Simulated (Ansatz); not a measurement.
Born–Oppenheimer molecular dynamics of CH₈SSi₂ (12 atoms, charge 0, multiplicity 1). It starts from a rough guess of a transition structure, not a stationary point.

Level of theory: UKS PBE0/STO-3G in Ansatz.

| Property | Result |
| --- | --- |
| ensemble | NVE (velocity Verlet) |
| time step | 0.5 fs |
| steps asked | 150 |
| starting velocities drawn for | 100 K |
| seed | 412292 |

First frame:

```xyz
12
Properties=species:S:1:pos:R:3
Si -0.047 -0.241 -0.969
C 0.838 1.371 0.200
S 1.733 -0.885 -1.767
H 1.515 0.536 -0.688
H -0.892 0.577 -1.846
Si -1.221 -1.403 0.647
H 0.693 0.987 1.200
H 0.062 2.082 -0.050
H 1.762 1.956 0.221
H -2.118 -0.512 1.392
H -0.308 -1.998 1.625
H -2.016 -2.469 0.036
```

How far do the bonds stretch over the last three quarters of this one trajectory? (Pairs bonded in most of those frames.)


```tsv
bond	mean (Å)	spread (Å)	shortest	longest
Si1–C2	1.918	0.205	1.66	2.24
Si1–S3	2.192	0.081	2.05	2.29
Si1–H5	1.456	0.032	1.40	1.52
Si1–Si6	2.273	0.040	2.22	2.33
C2–H7	1.098	0.010	1.08	1.12
C2–H8	1.101	0.019	1.07	1.14
C2–H9	1.100	0.019	1.05	1.13
S3–H4	1.497	0.248	1.09	1.86
Si6–H10	1.445	0.029	1.40	1.49
Si6–H11	1.444	0.014	1.42	1.46
Si6–H12	1.445	0.010	1.43	1.46
```

Mean temperature of the second half: 1790 K. The conserved energy stayed within 2.7 meV per atom of its start (net change -1.3 meV per atom), so there is no drift, though single steps change it by up to 32 meV in the whole system, a sign of fast motions only just resolved. The system heated up, since it started high on the potential surface and ran downhill. A run of 0.075 ps of so small a system gives no equilibrium averages. The orbitals stay closed-shell, which can raise the energy where a bond breaks towards radicals; this wasn't checked here. Limits of this set-up: minimal basis.

Run time: 19 min on 1 CPU thread of a shared host.
